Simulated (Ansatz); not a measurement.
Reaction (silylene formation by 1,1-elimination): `F[SiH](F)[SeH]` → `F[Si]F` + H₂Se

Program: Ansatz. Geometries: PBE0-D4/def2-TZVP. ΔE: electronic, gas phase. CBS: MP2 limit from def2 TZ/QZ plus the TZ coupled-cluster correction, frozen cores. This one scheme is used for every species. DFT in def2-TZVPP. For Se outer-core shells are correlated without core-valence functions, which leaves a few kJ/mol of doubt a bond. Scalar relativity is left out up to krypton. One conformer a species, not always the lowest.

```
     level  ΔE (eV)
r2SCANh-D4     2.31
       PBE     1.94
```

Q: What does CCSD(T)/CBS give? (An estimate is asked.)

A: The calculation gave: +2.13 eV. The listed levels differ from it by 0.18, -0.19 eV.

Largest T1 diagnostic among the species: 0.015.

From BLYP to BHLYP (50 % exact exchange), in def2-TZVPP and without D4, ΔE moves by +0.42 eV. At CCSD(T), def2-SVP lies −0.26 eV from the extrapolated value and def2-TZVPP −0.09 eV.
